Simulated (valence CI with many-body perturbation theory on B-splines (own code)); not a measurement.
# Forbidden lines of Gd22+

Method: configuration interaction combined with many-body perturbation theory (CI+MBPT): six valence electrons over a frozen Dirac-Fock core [Kr], radial functions for each j: 7 s, 7 p, 8 d, 6 f, 4 g, 1 h, with the one-electron correlation potential Σ1, the two-electron term Σ2, the three-electron term Σ3, Breit, model QED; selected CI, second order for the rest, scaled by the run's own slope (own B-spline code, finite nucleus).

No measured spectrum was set against this ion. As an estimate, terms of the open shell hold to 2 to 4 % of their energy, and close levels can change places. Core correlation moves these levels by up to 9300 cm⁻¹, and in measured spectra 5 to 20 % of such shifts remained as error; rates that hang on mixing are uncertain with them. Among the levels kept, up to 960 cm⁻¹ of a level comes from second order outside the variational space, and about a tenth of that is noise between levels of different J, which matters for small intervals. Only levels of the ground parity were solved; by the run's estimate the other parity begins above the list, which can be wrong where configurations are misplaced.

Lines 51 to 100 of 119 in falling wavelength, among levels below 310220 cm⁻¹, chosen from the decays that carry over 1 % of a level's rate. Wavelengths and rates use the calculated energies, so an error of 2000 cm⁻¹ moves a line at 1667 Å by 3.3 % and its rate by three times that or more. Electric multipoles are in the length gauge, E1 and E2 with the static RPA response of the core. Weak lines are less certain than strong ones. Lines between different terms over intervals too small for the method are left out, as are lines whose strength nearly cancels. Where a level lies close to another of its J and parity, the split of strength between their lines is uncertain. The highest levels of a list are the least certain. Branching is blank where the lifetime is uncertain.

Levels are named by their leading jj configuration (3d3/2^4 stands for four electrons in 3d with j = 3/2), which in mixed levels can hold well under half, so a name can repeat and another be missing. Letters in brackets count levels of one name in rising energy.

| λ vac (Å) | Upper | Lower | Type | A (s⁻¹) | Branch % |
| --- | --- | --- | --- | --- | --- |
| 1667 | (4d3/2^2 4d5/2^4) J=2 [b] | (4d3/2^2 4d5/2^4) J=2 [a] | M1 | 8.46e+02 | 17.1 |
| 1645 | (4d3/2^2 4d5/2^4) J=2 [c] | (4d3/2^3 4d5/2^3) J=3 [c] | M1 | 1.35e+03 | 17.5 |
| 1605 | (4d3/2^3 4d5/2^3) J=2 [b] | (4d3/2^3 4d5/2^3) J=1 [a] | M1 | 4.53e+02 | 14.8 |
| 1584 | (4d3/2 4d5/2^5) J=2 | (4d3/2^2 4d5/2^4) J=2 [b] | M1 | 2.00e+03 | 18.2 |
| 1567 | (4d3/2 4d5/2^5) J=1 | (4d3/2^2 4d5/2^4) J=0 [a] | M1 | 1.92e+03 | 10.1 |
| 1556 | (4d3/2^2 4d5/2^4) J=0 [a] | (4d3/2^3 4d5/2^3) J=1 [a] | M1 | 6.74e+03 | 99.9 |
| 1545 | (4d3/2^2 4d5/2^4) J=4 [c] | (4d3/2^2 4d5/2^4) J=4 [a] | M1 | 5.02e+02 | 7.5 |
| 1538 | (4d3/2^2 4d5/2^4) J=4 [c] | (4d3/2^3 4d5/2^3) J=3 [c] | M1 | 1.60e+03 | 23.7 |
| 1529 | (4d3/2^3 4d5/2^3) J=3 [c] | (4d3/2^3 4d5/2^3) J=4 [a] | M1 | 1.37e+02 | 5.5 |
| 1522 | (4d3/2^2 4d5/2^4) J=4 [a] | (4d3/2^3 4d5/2^3) J=4 [a] | M1 | 4.58e+03 | 67.9 |
| 1521 | (4d3/2^3 4d5/2^3) J=1 [b] | (4d3/2^4 4d5/2^2) J=0 | M1 | 1.24e+03 | 56.9 |
| 1521 | (4d3/2 4d5/2^5) J=1 | (4d3/2^3 4d5/2^3) J=2 [b] | M1 | 3.31e+03 | 17.3 |
| 1517 | (4d3/2^3 4d5/2^3) J=2 [a] | (4d3/2^4 4d5/2^2) J=2 | M1 | 2.19e+03 | 86.6 |
| 1501 | (4d3/2^2 4d5/2^4) J=6 | (4d3/2^3 4d5/2^3) J=6 | M1 | 1.76e+03 | 69.3 |
| 1488 | (4d3/2^2 4d5/2^4) J=2 [c] | (4d3/2^3 4d5/2^3) J=2 [b] | M1 | 1.31e+03 | 17.0 |
| 1474 | (4d3/2^2 4d5/2^4) J=6 | (4d3/2^3 4d5/2^3) J=5 | M1 | 7.77e+02 | 30.6 |
| 1466 | (4d3/2^3 4d5/2^3) J=3 [b] | (4d3/2^4 4d5/2^2) J=2 | M1 | 2.67e+02 | 10.9 |
| 1459 | (4d3/2 4d5/2^5) J=2 | (4d3/2^2 4d5/2^4) J=1 | M1 | 2.49e+03 | 22.7 |
| 1454 | (4d3/2 4d5/2^5) J=1 | (4d3/2^3 4d5/2^3) J=0 | M1 | 1.37e+03 | 7.2 |
| 1447 | (4d3/2^2 4d5/2^4) J=1 | (4d3/2^3 4d5/2^3) J=2 [a] | M1 | 4.25e+02 | 9.9 |
| 1414 | (4d3/2^3 4d5/2^3) J=5 | (4d3/2^4 4d5/2^2) J=4 | M1 | 5.45e+02 | 92.5 |
| 1390 | (4d3/2^3 4d5/2^3) J=6 | (4d3/2^4 4d5/2^2) J=4 | E2 | 1.67e-02 |  |
| 1385 | (4d3/2^2 4d5/2^4) J=4 [b] | (4d3/2^3 4d5/2^3) J=3 [b] | M1 | 7.89e+02 | 20.4 |
| 1384 | (4d3/2^2 4d5/2^4) J=2 [b] | (4d3/2^3 4d5/2^3) J=3 [b] | M1 | 1.13e+03 | 22.8 |
| 1380 | (4d3/2^3 4d5/2^3) J=2 [b] | (4d3/2^3 4d5/2^3) J=3 [a] | M1 | 1.56e+03 | 50.9 |
| 1369 | (4d3/2^2 4d5/2^4) J=2 [c] | (4d3/2^3 4d5/2^3) J=1 [b] | M1 | 1.26e+03 | 16.4 |
| 1363 | (4d3/2^2 4d5/2^4) J=5 | (4d3/2^3 4d5/2^3) J=4 [a] | M1 | 1.18e+02 | 3.6 |
| 1343 | (4d3/2 4d5/2^5) J=4 | (4d3/2^2 4d5/2^4) J=3 [b] | M1 | 2.05e+03 | 16.7 |
| 1341 | (4d3/2^2 4d5/2^4) J=2 [b] | (4d3/2^3 4d5/2^3) J=2 [a] | M1 | 1.56e+03 | 31.5 |
| 1321 | (4d3/2^2 4d5/2^4) J=3 [a] | (4d3/2^3 4d5/2^3) J=4 [a] | M1 | 1.84e+03 | 34.6 |
| 1317 | (4d3/2^2 4d5/2^4) J=4 [c] | (4d3/2^3 4d5/2^3) J=4 [b] | M1 | 1.67e+03 | 24.9 |
| 1267 | (4d3/2^3 4d5/2^3) J=3 [c] | (4d3/2^3 4d5/2^3) J=3 [a] | M1 | 2.23e+02 | 9.0 |
| 1263 | (4d3/2^2 4d5/2^4) J=4 [a] | (4d3/2^3 4d5/2^3) J=3 [a] | M1 | 1.99e+02 | 2.9 |
| 1212 | (4d3/2 4d5/2^5) J=1 | (4d3/2^2 4d5/2^4) J=2 [a] | M1 | 1.05e+04 | 54.8 |
| 1191 | (4d3/2^2 4d5/2^4) J=2 [c] | (4d3/2^2 4d5/2^4) J=2 [a] | M1 | 1.08e+03 | 14.0 |
| 1189 | (4d3/2^2 4d5/2^4) J=3 [b] | (4d3/2^3 4d5/2^3) J=4 [a] | M1 | 8.47e+02 | 21.6 |
| 1182 | (4d3/2^3 4d5/2^3) J=3 [b] | (4d3/2^4 4d5/2^2) J=4 | M1 | 1.68e+03 | 68.9 |
| 1173 | (4d3/2 4d5/2^5) J=4 | (4d3/2^2 4d5/2^4) J=5 | M1 | 3.63e+03 | 29.5 |
| 1161 | (4d3/2^2 4d5/2^4) J=4 [b] | (4d3/2^3 4d5/2^3) J=5 | M1 | 2.54e+03 | 65.6 |
| 1121 | (4d3/2^2 4d5/2^4) J=3 [a] | (4d3/2^3 4d5/2^3) J=3 [a] | M1 | 2.67e+03 | 50.3 |
| 1116 | (4d3/2 4d5/2^5) J=2 | (4d3/2^2 4d5/2^4) J=3 [a] | M1 | 3.22e+03 | 29.3 |
| 1094 | (4d3/2^3 4d5/2^3) J=1 [b] | (4d3/2^4 4d5/2^2) J=2 | M1 | 3.52e+02 | 16.1 |
| 1076 | (4d3/2 4d5/2^5) J=4 | (4d3/2^2 4d5/2^4) J=4 [a] | M1 | 5.87e+03 | 47.7 |
| 1073 | (4d3/2 4d5/2^5) J=4 | (4d3/2^3 4d5/2^3) J=3 [c] | M1 | 3.82e+02 | 3.1 |
| 1039 | (4d3/2^2 4d5/2^4) J=2 [c] | (4d3/2^3 4d5/2^3) J=3 [b] | M1 | 5.55e+02 | 7.2 |
| 1030 | (4d3/2 4d5/2^5) J=1 | (4d3/2^3 4d5/2^3) J=2 [a] | M1 | 1.46e+03 | 7.7 |
| 1028 | (4d3/2^3 4d5/2^3) J=2 [b] | (4d3/2^4 4d5/2^2) J=2 | M1 | 8.37e+02 | 27.3 |
| 1024 | (4d3/2^2 4d5/2^4) J=3 [b] | (4d3/2^3 4d5/2^3) J=3 [a] | M1 | 5.24e+01 | 1.3 |
| 1015 | (4d3/2^2 4d5/2^4) J=2 [c] | (4d3/2^3 4d5/2^3) J=2 [a] | M1 | 5.98e+02 | 7.8 |
| 1001 | (4d3/2 4d5/2^5) J=2 | (4d3/2^3 4d5/2^3) J=3 [c] | M1 | 6.95e+02 | 6.3 |
